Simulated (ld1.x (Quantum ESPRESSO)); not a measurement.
**An all-electron radial function and its pseudo partner (nitrogen)**

Columns: radius, all-electron u(r) and pseudo u(r) of the 2s shell (level -18.70 eV) of nitrogen in the configuration [He] 2s1.75 2p3.25; PBE, scalar-relativistic, TM scheme, ld1.x (Quantum ESPRESSO) 7.5.

| r (bohr) | all-electron | pseudo |
| --- | --- | --- |
| 0.072 | 0.3445 | -0.0635 |
| 0.145 | 0.3751 | -0.1292 |
| 0.217 | 0.2567 | -0.1967 |
| 0.290 | 0.0759 | -0.2692 |
| 0.362 | -0.1155 | -0.3456 |
| 0.435 | -0.2983 | -0.4281 |
| 0.507 | -0.4562 | -0.5137 |
| 0.580 | -0.5899 | -0.6017 |
| 0.652 | -0.6950 | -0.6853 |
| 0.725 | -0.7759 | -0.7611 |
| 0.798 | -0.8332 | -0.8221 |
| 0.870 | -0.8698 | -0.8643 |
| 0.942 | -0.8897 | -0.8879 |
| 1.015 | -0.8955 | -0.8953 |
| 1.088 | -0.8898 | -0.8898 |
| 1.160 | -0.8753 | -0.8753 |
| 1.232 | -0.8538 | -0.8538 |
| 1.305 | -0.8267 | -0.8267 |
| 1.378 | -0.7958 | -0.7958 |
| 1.450 | -0.7626 | -0.7626 |
| 1.522 | -0.7277 | -0.7277 |
| 1.595 | -0.6915 | -0.6915 |
| 1.668 | -0.6549 | -0.6549 |
| 1.740 | -0.6191 | -0.6191 |
| 1.812 | -0.5838 | -0.5838 |
| 1.885 | -0.5490 | -0.5490 |

Task: How many radial nodes do the two functions have?

Result: The all-electron 2s function has n − l − 1 = 1; the pseudo-wave has 0, since the states of the same l below it are removed with the core.

Task: At about which radius was the pseudo-wave matched?

Result: 1.15 bohr. The columns agree to 0.0005 from 1.01 bohr on; several derivatives are matched, so the curves merge somewhat inside the radius.

Task: Is the pseudo-wave norm-conserving?

Result: Yes: the TM scheme keeps the norm inside the radius equal to the all-electron one, which fixes the energy derivative of the logarithmic derivative at the level.
